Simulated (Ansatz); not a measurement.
Cartesian coordinates in Å:
```
N -0.016 1.643 -1.120
C 0.095 0.476 -0.439
C 0.968 -0.525 -0.741
Ga 0.780 -2.008 0.450
O -0.570 -1.388 1.534
Si -1.031 0.091 1.048
H 0.638 1.874 -1.849
H -0.589 2.391 -0.775
H 1.663 -0.423 -1.573
H 1.351 -3.413 0.758
H -0.833 1.137 2.092
H -2.456 0.145 0.615
```

The species carries charge 0 and has multiplicity 1.

Question: List the PBE/def2-TZVPP orbital energies in eV (the Gaussian-basis code of Ansatz). (Best estimate.)

Answer: Computed: Occupied: -10093.29, -1779.55, -1233.19, -1092.92, -1092.81, -1092.79, -509.45, -381.25, -269.92, -268.48, -143.01, -137.24, -97.63, -97.39, -97.30, -93.99, -93.97, -93.95, -23.59, -23.14, -19.75, -19.56, -19.50, -19.46, -19.40, -17.90, -14.55, -13.43, -12.45, -11.49, -10.53, -9.33, -8.79, -8.30, -8.23, -7.12, -6.90, -6.85, -5.31. Lowest empty: -1.72, -0.59, -0.18, -0.13, 0.61, 0.78, 1.08, 1.65.
